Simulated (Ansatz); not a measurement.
`C[SiH](C)C#N` + `O[SiH3]` → `C[SiH](C)O[SiH3]` + `C#N`  (ligand exchange at the Si–C bond)

Isolated molecules relaxed with PBE0-D4/def2-TZVP in Ansatz; ΔE leaves out vibrations. CBS: MP2 limit from def2 TZ/QZ plus the TZ coupled-cluster correction, frozen cores. This one scheme is used for every species. DFT in def2-TZVPP. Each species was taken in one conformer, which may not be the lowest.

Task: Is it downhill or uphill in electronic energy at CCSD(T)/CBS, and by how much? (An estimate is asked.)

Result: Computed: Downhill: ΔE = -0.69 eV.

Task: What do these levels give: PBE0-D4, ωB97M-V, PBE0, SCS-MP2/def2-TZVPP, HF/def2-QZVPP, MP2/def2-QZVPP? (An estimate is asked.)

Result: Ansatz gave: PBE0-D4 -0.61, ωB97M-V -0.67, PBE0 -0.58, SCS-MP2/def2-TZVPP -0.69, HF/def2-QZVPP -0.80, MP2/def2-QZVPP -0.68 eV.

Largest T1 diagnostic among the species: 0.014.

In def2-TZVPP, CCSD(T) changes the Hartree–Fock value by +0.09 eV (the triples alone add +0.02 eV) and MP2 by +0.11 eV. The D4 term adds −0.06 eV with B3LYP and −0.04 eV with PBE0; it sums over pairs of atoms, weighted by their polarisabilities, and B3LYP, whose exchange is more repulsive, gets the larger term.

B3LYP here is the variant with VWN-RPA as its local correlation; programs differ in this.
